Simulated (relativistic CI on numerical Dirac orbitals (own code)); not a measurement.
Slater and spin-orbit integrals, V³⁺

These numbers are calculated, not measured: Dirac-Coulomb-Breit CI, orbitals from a KLI potential per configuration, QED by a radiative potential, valence Slater integrals scaled by 0.85, P86 correlation energy added to each configuration (own radial code, finite nucleus).

Slater integrals F^k, G^k are unscaled and averaged over j, outside the closed core [Ne] 3s2; ζ comes from projecting the Hamiltonian with its Breit term on Σ l·s of the shell.

- 3p6 3d2: F^2(3d,3d) = 81233, F^4(3d,3d) = 50905, ζ(3d) = 194.92 cm⁻¹; <r>(3d) = 1.17, <r^2>(3d) = 1.688 (bohr units).
- 3p6 3d 4s: ζ(3d) = 228.25, G^2(3d,4s) = 12237 cm⁻¹; <r>(3d) = 1.111, <r^2>(3d) = 1.517, <r>(4s) = 2.462, <r^2>(4s) = 6.818 (bohr units).
- 3p6 3d 4p: ζ(3d) = 232.21, F^2(3d,4p) = 23387, G^1(3d,4p) = 8899.6, G^3(3d,4p) = 8112.9, ζ(4p) = 593.2 cm⁻¹; <r>(3d) = 1.105, <r^2>(3d) = 1.498, <r>(4p) = 2.79, <r^2>(4p) = 8.774 (bohr units).

**Question.** Give the Racah parameters of the d shell in 3p6 3d2.

**Answer.** B = F²/49 − 5F⁴/441 = 1081 cm⁻¹ and C = 35F⁴/441 = 4040 cm⁻¹; values fitted to spectra at such low charge are typically 15 to 30 % smaller.

In this model ζ of a weakly bound d, f or g electron outside closed shells comes out too small, for d by up to a factor of two or three and at times with the wrong sign; that of an outer p electron is too small as well.

For a near-neutral ion this model can misplace configurations by up to about 10,000 cm⁻¹ (more where the count of f electrons changes) and terms by 10 to 25 % of their spread. Rates follow the energies as ν³ (E1, M1) or ν⁵ (E2), so they and the lifetimes can be off by large factors. The fine structure of a lone outer electron comes out too small, for d and f at times inverted, and misplaced configurations move strength between like terms. 62 of the 66 excited levels that our extract of the measured tables holds in this range could be paired (the sources list more); they are missed by 1555 cm⁻¹ on average and 3460 at most, and levels without a partner can miss by more. Some levels of the ground configuration have no partner and can miss by 10 % or more.

Averages of the first 10 configurations, taken without configuration mixing, which lowers the lowest level and can move excited configurations by several eV; other configurations of the list can lie among them:

| Configuration | Parity | States | Average energy above the lowest level (eV) |
| --- | --- | --- | --- |
| 3p6 3d2 | even | 45 | 1.1 |
| 3p6 3d 4s | even | 20 | 12.5 |
| 3p6 3d 4p | odd | 60 | 18.8 |
| 3p5 3d3 | odd | 720 | 43.2 |
| 3p6 3d 4d | even | 100 | 27.6 |
| 3p6 3d 5s | even | 20 | 29.4 |
| 3p6 4s2 | even | 1 | 29.3 |
| 3p6 3d 5p | odd | 60 | 31.8 |
| 3p6 3d 4f | odd | 140 | 33.2 |
| 3p6 4s 4p | odd | 12 | 34.9 |
